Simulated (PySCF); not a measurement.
Cartesian coordinates (Å):
```xyz
5

Cd    -0.2038    -0.1253    -0.0327
O      0.6014    -1.6604    -0.9497
H      1.2405    -2.0943    -0.3669
O     -1.0089     1.5061     0.6994
H     -1.6480     1.2772     1.3890
```
Charge 0, spin multiplicity 1.

Q: Estimate the HOMO, LUMO and HOMO–LUMO gap that TPSSh-D3(BJ)/def2-TZVP // r2SCAN-D4/def2-SVP in PySCF returns for this input.

A: 
```yaml
HOMO: -7.13 eV
LUMO: -1.82 eV
HOMO–LUMO gap: 5.31 eV
```
